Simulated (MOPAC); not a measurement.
A run for MOPAC: PM6 on ClGeH (SMILES [Cl][GeH]), a point of a bond scan (R = 2.810 Å).

```
PM6 1SCF PRECISE CHARGE=0 THREADS=1
ClGeH

Ge     0.52862057 1    -0.16248943 1     0.50490017 1
H      2.43915360 1    -0.54896559 1    -1.51893316 1
Cl    -1.09036542 1     0.32841146 1    -0.91207233 1
```

Output:

```
*******************************************************************************
 **                                                                           **
 **                              MOPAC v23.2.5                                **
 **                                                                           **
 *******************************************************************************
 ** MOPAC's Digital Object Identifier: https://doi.org/10.5281/zenodo.6511958 **
 **                                                                           **
 ** Please cite the open-source release paper for use of this MOPAC version:  **
 ** J. E. Moussa and J. J. P. Stewart (2026)                                  **
 ** MOPAC: An open-source semiempirical molecular orbital program             **
 ** J. Open Source Softw., 11(119), 8025, https://doi.org/10.21105/joss.08025 **
 *******************************************************************************

                              PM6 CALCULATION RESULTS

 *******************************************************************************
 *  PM6        - The PM6 Hamiltonian to be used
 *
 *
 *
 *                 CHARGE ON SYSTEM = 0
 *
 *
 *
 *  PRECISE    - TIGHTER CRITERIA TO BE USED
 *  1SCF       - DO 1 SCF AND THEN STOP
 *  THREADS=1  - MULTI-THREADING NOT USED
 *  T=         - A TIME OF 172800.0 SECONDS REQUESTED
 *  DUMP=N     - RESTART FILE WRITTEN EVERY 7200.0 SECONDS REQUESTED
 *******************************************************************************
PM6 1SCF PRECISE CHARGE=0 THREADS=1
 ClGeH

   ATOM   CHEMICAL          X               Y               Z
  NUMBER   SYMBOL      (ANGSTROMS)     (ANGSTROMS)     (ANGSTROMS)

     1      Ge          0.52862057  *  -0.16248943  *   0.50490017  *
     2       H          2.43915360  *  -0.54896559  *  -1.51893316  *
     3      Cl         -1.09036542  *   0.32841146  *  -0.91207233  *



          CARTESIAN COORDINATES

    NO.       ATOM           X           Y           Z

     1        Ge          0.5286     -0.1625      0.5049
     2         H          2.4392     -0.5490     -1.5189
     3        Cl         -1.0904      0.3284     -0.9121

 General Reference for PM6:
 "Optimization of Parameters for Semiempirical Methods V: Modification of NDDO Approximations
 and Application to 70 Elements", J. J. P. Stewart, J. Mol. Mod., 13, 1173-1213 (2007)
 URL: https://link.springer.com/article/10.1007/s00894-007-0233-4

           Empirical Formula: H Ge Cl  =     3 atoms



      MOLECULAR POINT GROUP   :   Cs


      RHF CALCULATION, NO. OF DOUBLY OCCUPIED LEVELS = 6


 -------------------------------------------------------------------------------
 PM6 1SCF PRECISE CHARGE=0 THREADS=1
 ClGeH



     1SCF WAS SPECIFIED, SO BFGS WAS NOT USED
     SCF FIELD WAS ACHIEVED


                              PM6 CALCULATION
                                                       MOPAC v23.2.5 Linux




          FINAL HEAT OF FORMATION =        101.78125 KCAL/MOL =     425.85275 KJ/MOL


          COSMO AREA              =        105.19 SQUARE ANGSTROMS
          COSMO VOLUME            =         90.88 CUBIC ANGSTROMS

          IONIZATION POTENTIAL    =          7.062360 EV
          HOMO LUMO ENERGIES (EV) =         -7.062 -1.746
          NO. OF FILLED LEVELS    =          6
          MOLECULAR WEIGHT        =        109.0509         POINT GROUP:  Cs

          MOLECULAR DIMENSIONS (Angstroms)

            Atom       Atom       Distance
           Cl     3    H     2     3.68722
           Ge     1   Cl     3     1.67793
           Ge     1    H     2     0.00000


          SCF CALCULATIONS        =          1





   ATOM   CHEMICAL          X               Y               Z
  NUMBER   SYMBOL      (ANGSTROMS)     (ANGSTROMS)     (ANGSTROMS)

     1      Ge          0.52862057  *  -0.16248943  *   0.50490017  *
     2       H          2.43915360  *  -0.54896559  *  -1.51893316  *
     3      Cl         -1.09036542  *   0.32841146  *  -0.91207233  *

                             CARTESIAN COORDINATES

   1   Ge        0.528620570    -0.162489430     0.504900170
   2    H        2.439153600    -0.548965590    -1.518933160
   3   Cl       -1.090365420     0.328411460    -0.912072330


           Empirical Formula: H Ge Cl  =     3 atoms



      MOLECULAR POINT GROUP   :   Cs


                  EIGENVALUES
 -26.31199 -15.49165 -11.50304 -11.48957 -10.76955  -7.06236  -1.74612  -0.69242
  -0.23088  91.22984  91.28061  91.39261  91.84765  91.85538


              NET ATOMIC CHARGES AND DIPOLE CONTRIBUTIONS

  ATOM NO.   TYPE          CHARGE      No. of ELECS.   s-Pop       p-Pop       d-Pop
    1         Ge           0.398556        3.6014     1.90865     1.69279
    2          H          -0.040681        1.0407     1.04068
    3         Cl          -0.357875        7.3579     1.99668     5.35848     0.00272
 DIPOLE           X         Y         Z       TOTAL
 POINT-CHG.     2.410    -0.768     2.831     3.796
 HYBRID        -0.964     0.326    -1.490     1.804
 SUM            1.446    -0.442     1.341     2.021


          ATOMIC ORBITAL ELECTRON POPULATIONS

     Atom    s        px        py        pz      x^2-y^2     xz        z^2       yz        xy
    1 Ge   1.90865   0.68593   0.13707   0.86979
    2  H   1.04068
    3 Cl   1.99668   1.70604   1.87921   1.77322   0.00049   0.00158   0.00023   0.00018   0.00024

 **********************
 *                    *
 * JOB ENDED NORMALLY *
 *                    *
 **********************




 == MOPAC DONE ==
```

The run finished.

Cost: around 0.010 core-seconds (rough).
